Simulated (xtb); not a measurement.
C4H6Cl2N2Pd, triplet, from a rough starting geometry (GFN-xTB shapes and energies of metal compounds can be far from the true ones) (the multiplicity is a formal guess); GFN2-xTB (xtb).

xtb was given this input:
```
$ xtb mol.xyz --gfn 2 --uhf 2 --opt vtight --json

# file mol.xyz
15

Pd    -0.04997112     0.01193074     0.01596700
Cl     2.10004402    -0.90080718    -0.05470491
Cl    -2.18099779     0.91963504     0.00294929
C      1.70061124     4.12026563     0.03108249
C      1.18071311     2.74796433    -0.04170307
N      0.72754393     1.70202226     0.04213511
H      2.17114425     4.30438128    -0.94525487
H      2.47165615     4.17386992     0.86980379
H      0.88196774     4.81541002     0.17518765
C     -1.70531362    -4.10411715    -0.00969175
C     -1.13604606    -2.85781048    -0.01454438
N     -0.72168359    -1.69534943     0.02774411
H     -2.52245179    -4.14090808     0.60508544
H     -1.02291767    -4.80842110     0.43048243
H     -1.95573614    -4.39720114    -1.03532229
```

The log (banner, timings and long lists left out):

```
   ID    Z sym.   atoms
    1   46 Pd     1
    2   17 Cl     2, 3
    3    6 C      4, 5, 10, 11
    4    7 N      6, 12
    5    1 H      7-9, 13-15

           -------------------------------------------------
          |                Calculation Setup                |
           -------------------------------------------------

           -------------------------------------------------
          |                 G F N 2 - x T B                 |
           -------------------------------------------------

          ...................................................
          :                      SETUP                      :
          :.................................................:
          :  # basis functions                  60          :
          :  # atomic orbitals                  57          :
          :  # shells                           27          :
          :  # electrons                        56          :
          :  max. iterations                   250          :
          :  Hamiltonian                  GFN2-xTB          :
          :  restarted?                      false          :
          :  GBSA solvation                  false          :
          :  PC potential                    false          :
          :  electronic temp.          300.0000000     K    :
          :  accuracy                    1.0000000          :
          :  -> integral cutoff          0.2500000E+02      :
          :  -> integral neglect         0.1000000E-07      :
          :  -> SCF convergence          0.1000000E-05 Eh   :
          :  -> wf. convergence          0.1000000E-03 e    :
          :  Broyden damping             0.4000000          :
          :  net charge                          0          :
          :  unpaired electrons                  2          :
          ...................................................

 iter      E             dE          RMSdq      gap      omega  full diag
   1    -31.0240034 -0.310240E+02  0.912E+00    2.73       0.0  T
   2    -31.0688716 -0.448682E-01  0.435E+00    0.09       1.0  T
   3    -31.1704736 -0.101602E+00  0.473E+00    0.45       1.0  T
   4    -31.3367577 -0.166284E+00  0.259E+00    0.18       1.0  T
   5    -31.3305415  0.621613E-02  0.256E+00    0.49       1.0  T
   6    -31.3268711  0.367046E-02  0.203E+00    0.15       1.0  T
   7    -31.3702164 -0.433454E-01  0.730E-01    0.17       1.0  T
   8    -31.3708559 -0.639471E-03  0.576E-01    0.16       1.0  T
[...]
 * total energy  :   -31.1180466 Eh     change       -0.3596701E-06 Eh
 * total energy  :   -31.1180469 Eh     change       -0.3093444E-06 Eh
 * total energy  :   -31.1180472 Eh     change       -0.3181237E-06 Eh
 * total energy  :   -31.1180476 Eh     change       -0.3584153E-06 Eh
 * total energy  :   -31.1180478 Eh     change       -0.2559205E-06 Eh
 * total energy  :   -31.1180480 Eh     change       -0.1613334E-06 Eh
 * total energy  :   -31.1180481 Eh     change       -0.1496160E-06 Eh
 * total energy  :   -31.1180483 Eh     change       -0.1764953E-06 Eh
 * total energy  :   -31.1180485 Eh     change       -0.2391973E-06 Eh
 * total energy  :   -31.1180487 Eh     change       -0.1959516E-06 Eh
 * total energy  :   -31.1180489 Eh     change       -0.1448267E-06 Eh
 * total energy  :   -31.1180490 Eh     change       -0.8744141E-07 Eh
   *** GEOMETRY OPTIMIZATION CONVERGED AFTER 89 ITERATIONS ***
         :: total energy             -31.118048971301 Eh    ::
[...]
 Mol. C8AA /au·bohr⁸  :     219473.045383
 Mol. α(0) /au        :        122.397052

Wiberg/Mayer (AO) data.
largest (>0.10) Wiberg bond orders for each atom

 ---------------------------------------------------------------------------
     #   Z sym  total        # sym  WBO       # sym  WBO       # sym  WBO
 ---------------------------------------------------------------------------
     1  46 Pd   3.365 --     3 Cl   1.040     2 Cl   1.038     6 N    0.519
                            12 N    0.518     5 C    0.102    11 C    0.101
     2  17 Cl   1.176 --     1 Pd   1.038
     3  17 Cl   1.177 --     1 Pd   1.040
     4   6 C    3.984 --     5 C    1.093     8 H    0.943     9 H    0.940
                             7 H    0.936
     5   6 C    3.939 --     6 N    2.678     4 C    1.093     1 Pd   0.102
     6   7 N    3.381 --     5 C    2.678     1 Pd   0.519
     7   1 H    0.986 --     4 C    0.936
     8   1 H    0.990 --     4 C    0.943
     9   1 H    0.989 --     4 C    0.940
    10   6 C    3.984 --    11 C    1.093    13 H    0.943    14 H    0.941
                            15 H    0.936
    11   6 C    3.939 --    12 N    2.679    10 C    1.093     1 Pd   0.101
    12   7 N    3.381 --    11 C    2.679     1 Pd   0.518
    13   1 H    0.990 --    10 C    0.943
    14   1 H    0.989 --    10 C    0.941
    15   1 H    0.986 --    10 C    0.936
 ---------------------------------------------------------------------------

Topologies differ in total number of bonds
Writing topology from bond orders to xtbtopo.mol

molecular dipole:
                 x           y           z       tot (Debye)
 q only:       -0.152       0.064       0.872
   full:       -0.133       0.056       0.786       2.032
molecular quadrupole (traceless):
                xx          xy          yy          xz          yz          zz
 q only:      -17.123      24.895      36.177      -1.730       0.548     -19.054
  q+dip:      -21.371      28.946      42.869      -2.440       0.636     -21.498
   full:      -20.038      26.493      39.630      -2.345       0.560     -19.593

optimized geometry written to: xtbopt.xyz

           -------------------------------------------------
          | TOTAL ENERGY              -31.118048971301 Eh   |
          | GRADIENT NORM               0.000241311641 Eh/α |
          | HOMO-LUMO GAP               2.903391118176 eV   |
           -------------------------------------------------

normal termination of xtb
```
